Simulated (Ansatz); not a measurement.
Ansatz (a quantum-chemistry and plane-wave program) input:
A basis named .json is the Basis Set Exchange file of that set.

Ansatz 0.2 input:
```yaml
crystal:
  periodic: [false, false, false]
  atoms:
    - {symbol: Si, position_ang: [0.06011780, -0.00041428, -0.12008584]}
    - {symbol: Cl, position_ang: [0.41115594, -1.60875126, 1.09264030]}
    - {symbol: Cl, position_ang: [0.26758489, 1.69131366, 1.00938054]}
    - {symbol: Cl, position_ang: [1.39456146, 0.01912092, -1.64687463]}
    - {symbol: O, position_ang: [-1.41285836, -0.08080807, -0.76659276]}
    - {symbol: C, position_ang: [-2.64698700, -0.11638217, -0.04849921]}
    - {symbol: H, position_ang: [-3.44654493, -0.16972482, -0.78403857]}
    - {symbol: H, position_ang: [-2.68948976, -0.99456929, 0.59821061]}
    - {symbol: H, position_ang: [-2.76696459, 0.78623524, 0.55328139]}
basis:
  gaussian:
    orbitals: aug-cc-pV_D+d_Z.json
magnetization: {spin_polarized: false}
correlation: {method: ccsd_t, electrons: outside_noble_gas}
output: {forces: true}
```

Q: What final total energy does it print?

A: -1783.12919 Eh (CCSD(T)/aug-cc-pV(D+d)Z). The basis has 201 functions.
